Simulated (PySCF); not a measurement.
Acid–base and redox partners of c1cc[nH]c1. Isolated molecules, 0 K electronic values unless said otherwise. Strings in code marks are SMILES.

These are PBE-D3(BJ)/def2-TZVP // CAM-B3LYP-D3(BJ)/def2-TZVP in PySCF 2.14.0 values and carry that method's errors. 

```
species                                  dipole moment (D)  highest occupied spin orbital (eV)
---------------------------------------  -----------------  ----------------------------------
proton added at N4 (`C1=C[NH2+]C=C1`)                    –                                   –
H atom removed from C1 (`[c]1cc[nH]c1`)               2.59                               -5.24
H atom removed from C3 (`[c]1ccc[nH]1`)               1.78                                 ___
H atom removed from N4 (`C1=C[N]C=C1`)                1.95                               -6.04
```

Some entries are withheld; supply them.


- H atom removed from C3 (`[c]1ccc[nH]1`), highest occupied spin orbital (eV): -5.13
